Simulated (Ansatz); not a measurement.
Ansatz (an electronic-structure program) input (HF/STO-3G):

Ansatz 0.2 input:
```yaml
crystal:
  periodic: [false, false, false]
  atoms:
    - {symbol: C, position_ang: [-0.00000000, -0.00000000, -1.22427249]}
    - {symbol: Cl, position_ang: [0.00000000, 0.00000000, 0.43209617]}
basis:
  gaussian:
    orbitals: STO-3G
hamiltonian:
  xc: {name: HF}
magnetization: {spin_polarized: true, initial_magnetization: 1}
relax: {f_tol: 0.003, max_steps: 120}
```

Task: Predict the final energy.

Result: -491.82559 Eh.
